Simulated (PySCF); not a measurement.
Method: PBE-D3(BJ)/def2-TZVP // BP86-D3(BJ)/def2-SVP (PySCF 2.14.0). All species are isolated molecules in the gas phase. One relaxed conformer stands for a flexible species; it need not be the lowest. 

Reference species: [Hf(OH)4] (neutral, multiplicity 1).

- coordination number: 4
- LUMO: -0.62 eV

Changed species: [Hf(OH)(NH2)3] (3 of 4 OH replaced by NH2; the reference has 0 of 4 OH replaced by NH2).

Problem. What does the change do to the coordination number and LUMO?

Solution. the coordination number stays essentially unchanged; the LUMO increases by 0.05 eV, to -0.57 eV.
